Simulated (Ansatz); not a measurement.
Born–Oppenheimer molecular dynamics of H7N3Si (11 atoms, charge 0, multiplicity 1). It starts from a relaxed structure.

Method: Ansatz 0.2.0, RKS PBE0-D4/STO-3G.

```json
{
  "ensemble": "NVE (velocity Verlet)",
  "time step": "0.5 fs",
  "steps asked": "166",
  "starting velocities drawn for": "400 K",
  "seed": "740054"
}
```

First frame:

```xyz
11
Properties=species:S:1:pos:R:3
Si 0.009 -0.052 -0.085
N 0.157 -0.247 1.658
H -0.757 -0.420 2.127
H 0.560 0.585 2.141
N 1.624 -0.214 -0.747
H 2.338 -0.356 -0.002
H 1.916 0.636 -1.274
N -0.639 1.452 -0.728
H -1.671 1.532 -0.610
H -0.245 2.304 -0.275
H -0.901 -1.090 -0.514
```

How far do the bonds stretch over the last three quarters of this one trajectory? (Pairs bonded in most of those frames.)


| bond | mean (Å) | spread (Å) | shortest | longest |
| --- | --- | --- | --- | --- |
| Si1–N2 | 1.747 | 0.048 | 1.67 | 1.83 |
| Si1–N5 | 1.772 | 0.026 | 1.73 | 1.81 |
| Si1–N8 | 1.769 | 0.027 | 1.73 | 1.81 |
| Si1–H11 | 1.449 | 0.026 | 1.41 | 1.49 |
| N2–H3 | 1.039 | 0.019 | 1.01 | 1.08 |
| N2–H4 | 1.040 | 0.019 | 1.00 | 1.07 |
| N5–H6 | 1.051 | 0.026 | 1.01 | 1.10 |
| N5–H7 | 1.049 | 0.022 | 1.01 | 1.09 |
| N8–H9 | 1.046 | 0.016 | 1.02 | 1.08 |
| N8–H10 | 1.047 | 0.019 | 1.02 | 1.08 |

Mean temperature of the second half: 237 K. The conserved energy stayed within 0.32 meV per atom of its start (net change 0.11 meV per atom), so the integration is sound. A run of 0.083 ps of so small a system gives no equilibrium averages. Limits of this set-up: minimal basis.

Run time: 5 min on 1 thread of Arm Neoverse V1, on a shared host, peak memory 0.088 GiB.
